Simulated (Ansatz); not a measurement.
```yaml
crystal:
  periodic: [false, false, false]
  atoms:
    - {symbol: C, position_ang: [-0.761138, 1.221704, -0.389163]}
    - {symbol: N, position_ang: [-0.085346, 0.199540, -0.149068]}
    - {symbol: C, position_ang: [0.254556, -0.830932, -1.043792]}
    - {symbol: Ga, position_ang: [1.001124, 0.028974, 1.752385]}
    - {symbol: F, position_ang: [0.769651, -1.733136, 1.738027]}
    - {symbol: H, position_ang: [-1.116914, 1.365832, -1.337652]}
    - {symbol: H, position_ang: [-0.919052, 2.031330, 0.405510]}
    - {symbol: H, position_ang: [-0.370813, -0.628190, -2.007925]}
    - {symbol: H, position_ang: [1.339357, -0.871389, -1.282902]}
    - {symbol: H, position_ang: [-0.044761, -1.720677, -0.575760]}
    - {symbol: H, position_ang: [-0.009045, 0.823159, 2.718519]}
basis:
  gaussian: {orbitals: cc-pVTZ-PP}
magnetization: {spin_polarized: true, initial_magnetization: 1}
hamiltonian: {xc: {name: HSE06}, dispersion: d3bj, pseudopotentials: {relativity: scalar}}
accuracy: high
scf: {lower_state_search: light}
output: {forces: true}
```

```sh
$ ansatz run in.yaml --threads 2 --pin off --events-out ev --progress --plain --max-ram 32768MiB --backend cpu
```

Shortened log:

```
Functional definition: HSE06
Error: <dir> the basis set cc-pVTZ-PP has no functions for C
```

Q: What is wrong with this run?

A: The basis set is misnamed or doesn't suit the job. The program refused the input.

HSE06 is defined as in plane-wave codes.
